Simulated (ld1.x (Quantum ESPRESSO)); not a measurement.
**Cutoff test, helium (He), PAW**

- Element: helium (He)
- Generator: ld1.x (Quantum ESPRESSO) 7.5
- Type: PAW
- Functional: revPBE
- Relativity: scalar-relativistic
- Frozen core: none
- Valence charge: 2
- Reference configuration: 1s2
- Partial waves: 1s (bound): rcut 0.70, rcutus 0.75 bohr; 1s channel at -0.45 Ry: rcut 0.70, rcutus 0.75 bohr; 2p channel at 0.05 Ry: rcut 0.45, rcutus 0.65 bohr; 2p channel at 1.95 Ry: rcut 0.45, rcutus 0.65 bohr
- Local potential: all-electron potential smoothed inside 0.55 bohr (lloc = -1)
- Core correction: none
- Augmentation charge: PSQ, inside the norm-conserving radii

The pseudo-atom Hamiltonian at the reference potential is diagonalised in spherical Bessel functions j_l(qr) that vanish at 20 bohr, with q² up to the cutoff. All-electron valence levels (Ry): 1s -1.1609.

How do the lowest levels (Ry) of each channel move with the cutoff, and are there ghosts?

| cutoff (Ry) | s #1 | p #1 | Σ f·Δε (mRy) |
| --- | --- | --- | --- |
| 8 | -0.6959 | 0.0440 | 930.0 |
| 12 | -0.8354 | 0.0440 | 651.0 |
| 18 | -0.9687 | 0.0440 | 384.5 |
| 21 | -1.0094 | 0.0440 | 303.0 |
| 30 | -1.0832 | 0.0440 | 155.4 |
| 40 | -1.1307 | 0.0440 | 60.3 |
| 50 | -1.1490 | 0.0440 | 23.9 |
| 60 | -1.1558 | 0.0440 | 10.2 |
| 70 | -1.1590 | 0.0440 | 3.8 |
| 90 | -1.1607 | 0.0440 | 0.5 |
| 110 | -1.1608 | 0.0440 | 0.1 |
| 400 | -1.1609 | 0.0440 | 0.0 |

Result: no extra level below or beside the all-electron valence levels (s, p tested); 10 mRy is reached at 70 Ry and 1 mRy at 90 Ry.
